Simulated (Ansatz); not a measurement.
Diatomic ZnO+, multiplicity 4 (an upper state: multiplicity 2 came lower at CCSD(T)/def2-TZVPP on PBE0 minima). No spin–orbit coupling. Zn is treated without relativity.

Seven points along R, fitted to fifth degree in 1/R; most abundant isotopes. Runs in def2 and cc sets follow the lowest solution found near the PBE0 minimum.

Correlated levels freeze the inner cores; with def2 sets outer-core shells near the valence are correlated too.

Codes used: Ansatz (Gaussian orbitals). Each number belongs to the level named beside it.

Energies at CCSD(T)/def2-TZVPP:

| R (Å) | E (hartree) |
|---|---|
| 2.192021 | -1853.22734056 |
| 2.250946 | -1853.22814643 |
| 2.305157 | -1853.22851498 |
| 2.366439 | -1853.22860106 |
| 2.427722 | -1853.22841997 |
| 2.498432 | -1853.22797266 |
| 2.580927 | -1853.22723258 |

Q: With a reduced mass of 12.7939 u, find the minimum, the force constant and the constants.

A: A fifth-degree polynomial in 1/R puts the minimum at r_e = 2.3528 Å with force constant 32.8 N/m. Then ω_e = (1/2πc)√(k/μ) = 209 cm⁻¹ and B_e = h/(8π²cμr_e²) = 0.2380 cm⁻¹; the cubic and quartic terms give α_e = 0.0045 and ω_e x_e = 3.4 cm⁻¹.

Ansatz is an electronic-structure program.
